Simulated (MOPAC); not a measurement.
Input for MOPAC: AM1 on CH5OSb (SMILES C[O][SbH2]), a point of a torsion scan.

```
AM1 1SCF PRECISE CHARGE=0 THREADS=1
CH5OSb

C      1.04786205 1     0.06920855 1     0.07744731 1
O      0.27516741 1    -0.61101647 1    -0.86570872 1
Sb    -1.69279489 1    -0.44919913 1    -0.80701587 1
H      0.88287226 1     1.14996744 1     0.03347350 1
H      0.83663127 1    -0.27213825 1     1.09559579 1
H      2.09261363 1    -0.14035119 1    -0.15701964 1
H     -1.65706817 1     1.13780267 1    -0.15616886 1
H     -1.80682632 1    -0.97244661 1     0.82627230 1
```

Output:

```
*******************************************************************************
 **                                                                           **
 **                              MOPAC v23.2.5                                **
 **                                                                           **
 *******************************************************************************
 ** MOPAC's Digital Object Identifier: https://doi.org/10.5281/zenodo.6511958 **
 **                                                                           **
 ** Please cite the open-source release paper for use of this MOPAC version:  **
 ** J. E. Moussa and J. J. P. Stewart (2026)                                  **
 ** MOPAC: An open-source semiempirical molecular orbital program             **
 ** J. Open Source Softw., 11(119), 8025, https://doi.org/10.21105/joss.08025 **
 *******************************************************************************

                              AM1 CALCULATION RESULTS

 *******************************************************************************
 *  AM1        - The AM1 Hamiltonian to be used
 *
 *
 *
 *                 CHARGE ON SYSTEM = 0
 *
 *
 *
 *  PRECISE    - TIGHTER CRITERIA TO BE USED
 *  1SCF       - DO 1 SCF AND THEN STOP
 *  THREADS=1  - MULTI-THREADING NOT USED
 *  T=         - A TIME OF 172800.0 SECONDS REQUESTED
 *  DUMP=N     - RESTART FILE WRITTEN EVERY 7200.0 SECONDS REQUESTED
 *******************************************************************************
AM1 1SCF PRECISE CHARGE=0 THREADS=1
 CH5OSb

   ATOM   CHEMICAL          X               Y               Z
  NUMBER   SYMBOL      (ANGSTROMS)     (ANGSTROMS)     (ANGSTROMS)

     1       C          1.04786205  *   0.06920855  *   0.07744731  *
     2       O          0.27516741  *  -0.61101647  *  -0.86570872  *
     3      Sb         -1.69279489  *  -0.44919913  *  -0.80701587  *
     4       H          0.88287226  *   1.14996744  *   0.03347350  *
     5       H          0.83663127  *  -0.27213825  *   1.09559579  *
     6       H          2.09261363  *  -0.14035119  *  -0.15701964  *
     7       H         -1.65706817  *   1.13780267  *  -0.15616886  *
     8       H         -1.80682632  *  -0.97244661  *   0.82627230  *



          CARTESIAN COORDINATES

    NO.       ATOM           X           Y           Z

     1         C          1.0479      0.0692      0.0774
     2         O          0.2752     -0.6110     -0.8657
     3        Sb         -1.6928     -0.4492     -0.8070
     4         H          0.8829      1.1500      0.0335
     5         H          0.8366     -0.2721      1.0956
     6         H          2.0926     -0.1404     -0.1570
     7         H         -1.6571      1.1378     -0.1562
     8         H         -1.8068     -0.9724      0.8263

  H: (AM1): M.J.S. DEWAR ET AL, J. AM. CHEM. SOC. 107 3902-3909 (1985)
  C: (AM1): M.J.S. DEWAR ET AL, J. AM. CHEM. SOC. 107 3902-3909 (1985)
  O: (AM1): M.J.S. DEWAR ET AL, J. AM. CHEM. SOC. 107 3902-3909 (1985)
 Sb: (AM1): J. J. P. STEWART, J. MOL. MOD., 10, 155-164 (2004)

           Empirical Formula: C H5 O Sb  =     8 atoms



      MOLECULAR POINT GROUP   :   C1


      RHF CALCULATION, NO. OF DOUBLY OCCUPIED LEVELS = 10


 -------------------------------------------------------------------------------
 AM1 1SCF PRECISE CHARGE=0 THREADS=1
 CH5OSb



     1SCF WAS SPECIFIED, SO BFGS WAS NOT USED
     SCF FIELD WAS ACHIEVED


                              AM1 CALCULATION
                                                       MOPAC v23.2.5 Linux




          FINAL HEAT OF FORMATION =        -18.45934 KCAL/MOL =     -77.23389 KJ/MOL


          COSMO AREA              =        113.25 SQUARE ANGSTROMS
          COSMO VOLUME            =        103.15 CUBIC ANGSTROMS

          IONIZATION POTENTIAL    =          9.798449 EV
          HOMO LUMO ENERGIES (EV) =         -9.798  0.917
          NO. OF FILLED LEVELS    =         10
          MOLECULAR WEIGHT        =        154.7999         POINT GROUP:  C1

          MOLECULAR DIMENSIONS (Angstroms)

            Atom       Atom       Distance
            H     8    H     6     4.10669
            H     5    H     7     2.56832
            O     2    H     4     1.88984


          SCF CALCULATIONS        =          1





   ATOM   CHEMICAL          X               Y               Z
  NUMBER   SYMBOL      (ANGSTROMS)     (ANGSTROMS)     (ANGSTROMS)

     1       C          1.04786205  *   0.06920855  *   0.07744731  *
     2       O          0.27516741  *  -0.61101647  *  -0.86570872  *
     3      Sb         -1.69279489  *  -0.44919913  *  -0.80701587  *
     4       H          0.88287226  *   1.14996744  *   0.03347350  *
     5       H          0.83663127  *  -0.27213825  *   1.09559579  *
     6       H          2.09261363  *  -0.14035119  *  -0.15701964  *
     7       H         -1.65706817  *   1.13780267  *  -0.15616886  *
     8       H         -1.80682632  *  -0.97244661  *   0.82627230  *

                             CARTESIAN COORDINATES

   1    C        1.047862050     0.069208550     0.077447310
   2    O        0.275167410    -0.611016470    -0.865708720
   3   Sb       -1.692794890    -0.449199130    -0.807015870
   4    H        0.882872260     1.149967440     0.033473500
   5    H        0.836631270    -0.272138250     1.095595790
   6    H        2.092613630    -0.140351190    -0.157019640
   7    H       -1.657068170     1.137802670    -0.156168860
   8    H       -1.806826320    -0.972446610     0.826272300


           Empirical Formula: C H5 O Sb  =     8 atoms



      MOLECULAR POINT GROUP   :   C1


                  EIGENVALUES
 -36.49172 -26.69998 -19.44559 -15.48530 -15.31873 -14.74997 -11.27015 -11.00485
 -10.36623  -9.79845   0.91675   1.04059   1.46609   4.57325   4.65881   5.03774
   5.89887


              NET ATOMIC CHARGES AND DIPOLE CONTRIBUTIONS

  ATOM NO.   TYPE          CHARGE      No. of ELECS.   s-Pop       p-Pop
    1          C          -0.029671        4.0297     1.21666     2.81301
    2          O          -0.568811        6.5688     1.89726     4.67155
    3         Sb           1.035604        3.9644     1.80625     2.15815
    4          H           0.038179        0.9618     0.96182
    5          H           0.038170        0.9618     0.96183
    6          H           0.080787        0.9192     0.91921
    7          H          -0.298395        1.2984     1.29840
    8          H          -0.295863        1.2959     1.29586
 DIPOLE           X         Y         Z       TOTAL
 POINT-CHG.    -3.251    -0.717    -2.464     4.142
 HYBRID         1.622     1.194     2.649     3.328
 SUM           -1.629     0.477     0.185     1.708


          ATOMIC ORBITAL ELECTRON POPULATIONS

     Atom    s        px        py        pz
    1  C   1.21666   0.95912   0.94292   0.91097
    2  O   1.89726   1.37747   1.73092   1.56317
    3 Sb   1.80625   0.58796   0.70037   0.86982
    4  H   0.96182
    5  H   0.96183
    6  H   0.91921
    7  H   1.29840
    8  H   1.29586

 **********************
 *                    *
 * JOB ENDED NORMALLY *
 *                    *
 **********************




 == MOPAC DONE ==
```

The run finished.

Cost: around 0.020 core-seconds (rough).
